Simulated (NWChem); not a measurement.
System: C₃H₈N₂Si; SMILES [Si@@]1(C)(N)C=NC1

Here is an NWChem input.

```
start job
memory heap 200 mb stack 900 mb global 1100 mb
geometry units angstroms noautosym nocenter noautoz
  C     -1.375426    -1.519203     0.132955
  Si     0.093963    -0.369099    -0.042883
  N      1.479458    -1.357321    -0.300050
  C      0.053030     1.137547     1.109316
  N     -0.230722     1.989416     0.187256
  C     -0.164218     1.217112    -1.077173
  H     -2.305961    -0.942427     0.241256
  H     -1.472343    -2.167967    -0.752043
  H     -1.272665    -2.164495     1.020071
  H      2.415763    -0.981194    -0.382260
  H      1.485128    -2.345109    -0.078497
  H      0.106049     1.457183     2.161739
  H     -1.073168     1.349873    -1.688079
  H      0.685731     1.562963    -1.689016
end
basis spherical
  * library def2-svp
end
dft
  xc pbe0
  iterations 150
end
cosmo
  do_cosmo_smd true
  solvent toluene
end
task dft energy
```

Excerpt of the output:

```
             Northwest Computational Chemistry Package (NWChem) 7.3.0
             --------------------------------------------------------

                             Geometry "geometry" -> ""
                             -------------------------

 Output coordinates in angstroms (scale by  1.889725989 to convert to a.u.)

  No.       Tag          Charge          X              Y              Z
 ---- ---------------- ---------- -------------- -------------- --------------
    1 C                    6.0000    -1.37542600    -1.51920300     0.13295500
    2 Si                  14.0000     0.09396300    -0.36909900    -0.04288300
    3 N                    7.0000     1.47945800    -1.35732100    -0.30005000
    4 C                    6.0000     0.05303000     1.13754700     1.10931600
    5 N                    7.0000    -0.23072200     1.98941600     0.18725600
    6 C                    6.0000    -0.16421800     1.21711200    -1.07717300
    7 H                    1.0000    -2.30596100    -0.94242700     0.24125600
    8 H                    1.0000    -1.47234300    -2.16796700    -0.75204300
    9 H                    1.0000    -1.27266500    -2.16449500     1.02007100
   10 H                    1.0000     2.41576300    -0.98119400    -0.38226000
   11 H                    1.0000     1.48512800    -2.34510900    -0.07849700
   12 H                    1.0000     0.10604900     1.45718300     2.16173900
   13 H                    1.0000    -1.07316800     1.34987300    -1.68807900
   14 H                    1.0000     0.68573100     1.56296300    -1.68901600

 Effective nuclear repulsion energy (a.u.)     294.1548096289

                                 NWChem DFT Module
                                 -----------------

 Summary of "ao basis" -> "ao basis" (spherical)
 ------------------------------------------------------------------------------
       Tag                 Description            Shells   Functions and Types
 ---------------- ------------------------------  ------  ---------------------
 C                          def2-svp                 6       14   3s2p1d
 Si                         def2-svp                 8       18   4s3p1d
 N                          def2-svp                 6       14   3s2p1d
 H                          def2-svp                 3        5   2s1p

 in cosmo_initialize ...
 calling solv_data for solv:toluene

[...]

                                COSMO-SMD solvation results
                                ---------------------------

             internal energy in gas <Psi(g)|H|Psi(g)> =      -517.470774444720
         internal energy in solvent <Psi(s)|H|Psi(s)> =      -517.470268830882
                               delta internal energy  =         0.000505613837 (    0.32 kcal/mol)
   total free energy in solvent <Psi(s)|H+V/2|Psi(s)> =      -517.477358517055
 polarization energy contribution <Psi(s)|V/2|Psi(s)> =        -0.007089686172 (   -4.45 kcal/mol)
    total free energy in solvent including G(SMD-CDS) =      -517.475682059672
                       G(SMD-CDS) energy contribution =         0.001676457383 (    1.05 kcal/mol)
     1 M fixed-concentration free energy of solvation =        -0.004907614952 (   -3.08 kcal/mol)

                       DFT Final Molecular Orbital Analysis
                       ------------------------------------

 Vector   25  Occ=2.000000D+00  E=-3.085473D-01
              MO Center= -9.0D-02,  1.3D+00,  7.3D-02, r^2= 2.7D+00
   Bfn.  Coefficient  Atom+Function         Bfn.  Coefficient  Atom+Function
  ----- ------------  ---------------      ----- ------------  ---------------
    64     -0.336692   5 N  px               50      0.318657   4 C  px
    67      0.235532   5 N  px               53      0.229455   4 C  px
   124     -0.224002  14 H  s                78     -0.173098   6 C  px
    51      0.138090   4 C  py              119      0.125713  13 H  s
   125     -0.124501  14 H  s                79     -0.120742   6 C  py

 Vector   26  Occ=2.000000D+00  E=-2.649073D-01
              MO Center=  8.4D-01, -4.7D-01, -3.4D-01, r^2= 3.3D+00
   Bfn.  Coefficient  Atom+Function         Bfn.  Coefficient  Atom+Function
  ----- ------------  ---------------      ----- ------------  ---------------
    38      0.450411   3 N  pz               41     -0.385671   3 N  pz
    79      0.233027   6 C  py               77     -0.197270   6 C  s
    49      0.194940   4 C  s                82      0.169301   6 C  py
    48      0.117992   4 C  s                51     -0.117986   4 C  py
    54     -0.116713   4 C  py               52     -0.105836   4 C  pz

 Vector   27  Occ=2.000000D+00  E=-2.385269D-01
              MO Center= -9.2D-02,  1.2D+00,  2.4D-01, r^2= 3.2D+00
   Bfn.  Coefficient  Atom+Function         Bfn.  Coefficient  Atom+Function
  ----- ------------  ---------------      ----- ------------  ---------------
    65      0.432070   5 N  py               68     -0.351556   5 N  py
    51      0.237739   4 C  py               63     -0.205770   5 N  s
    79      0.174986   6 C  py               23     -0.171799   2 Si py
    17     -0.165731   2 Si s                18     -0.166498   2 Si s
    49     -0.140957   4 C  s               114      0.140435  12 H  s

 Vector   28  Occ=0.000000D+00  E=-1.356554D-02
              MO Center=  4.4D-03,  1.2D+00,  5.5D-01, r^2= 2.7D+00
   Bfn.  Coefficient  Atom+Function         Bfn.  Coefficient  Atom+Function
  ----- ------------  ---------------      ----- ------------  ---------------
    67     -0.477281   5 N  px               53      0.460127   4 C  px
    64      0.419460   5 N  px               50      0.369078   4 C  px
     3      0.348971   1 C  s                25      0.324351   2 Si px
    35     -0.263400   3 N  s               125      0.156987  14 H  s
    95     -0.147098   8 H  s                77     -0.144400   6 C  s

[...]
```

Level: PBE0/def2-SVP, SMD on the gas-phase geometry. All runs use the structure optimised with PBE0/def2-SVP. Solvent: toluene.
